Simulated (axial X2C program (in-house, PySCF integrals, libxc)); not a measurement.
# Potential curves of AlSn, two-component

All values were computed with an axial X2C code built on PySCF integrals. Two-component (2c) means X2C with spin–orbit coupling and atomic mean-field two-electron Coulomb and Gaunt terms. Basis: Sn dyall-cv3z [11s12p9d4f1g], Al dyall-v3z [8s8p2d1f] (cores contracted in-house); Gaussian nuclei, density fitting, unrestricted open shells. Masses: Sn 119.902 u, Al 26.982 u.

State: Ω = 3/2 (⟨Sz⟩ = 1.47, ⟨Lz⟩ = 0.03 at HF). Energies in cm⁻¹ from the lowest point of each curve. Fits are polynomials in 1 − R0/R over 0.85 to 1.23 times the lowest point R0.

| R (Å) | CCSD(T) | CCSD | HF | PBE0 |
| --- | --- | --- | --- | --- |
| 2.3220 |  |  | 5297 | 3931 |
| 2.4288 | 1997 | 2041 | 2539 | 1600 |
| 2.5089 | 849 | 881 | 1253 | 615 |
| 2.5889 | 224 | 241 | 473 | 121 |
| 2.6690 | 0 | 0 | 82 | 0 |
| 2.7624 | 119 | 97 | 0 | 206 |
| 2.8558 | 537 | 491 | 213 | 685 |
| 2.9759 | 1374 | 1297 | 786 | 1566 |
| 3.1227 |  |  | 1764 | 2886 |
| 3.3363 |  |  | 3405 | 5004 |

Correlated methods: 7 electrons correlated (number of frozen shells: Sn 4 s, 3 p, 2 d; Al 2 s, 1 p), 231 virtual spin orbitals or spinors in MP2, 90 natural virtuals in coupled cluster.

Occupations by symmetry block were frozen at the best pattern of an incomplete PBE0 search. Density functionals use the spin component along the axis (collinear). CCSD and (T) use frozen natural virtuals with an MP2 correction for the truncation; (T) itself is uncorrected, so its De runs slightly low. Other states lie close and PBE0, whose exact exchange favours high spin, may order them wrongly; the determinant shown need not be the ground state. The nearest other 2c determinant of the search, Ω = 1/2, lies 0.32 eV up at the distance of the search. With several unpaired electrons one determinant need not be a pure state. This is the top spin component of a Σ state; components of lower Ω are not single determinants and can lie lower. With the outer-core shells frozen, correlated bond lengths of heavy atoms tend to come out a few hundredths of an ångström too long. Coupled cluster ran on the points near the minimum only. MP2 and coupled cluster on one determinant become unreliable at the stretched end.

**Question.** Fit the CCSD(T) curve near its minimum: give the equilibrium distance and the harmonic wavenumber.

**Answer.** At CCSD(T), 2c: Re = 2.685 Å, ωe ≈ 262 cm⁻¹; Be follows as 0.106 cm⁻¹.

**Question.** Fit the CCSD curve near its minimum: give the equilibrium distance and the harmonic wavenumber.

**Answer.** At CCSD, 2c: Re = 2.690 Å, ωe ≈ 259 cm⁻¹; Be follows as 0.106 cm⁻¹.

**Question.** What are Re and ωe at the HF level?

**Answer.** At HF, 2c: Re = 2.738 Å, ωe ≈ 237 cm⁻¹; Be follows as 0.102 cm⁻¹.

**Question.** What are Re and ωe at the PBE0 level?

**Answer.** At PBE0, 2c: Re = 2.660 Å, ωe ≈ 262 cm⁻¹; Be follows as 0.108 cm⁻¹.
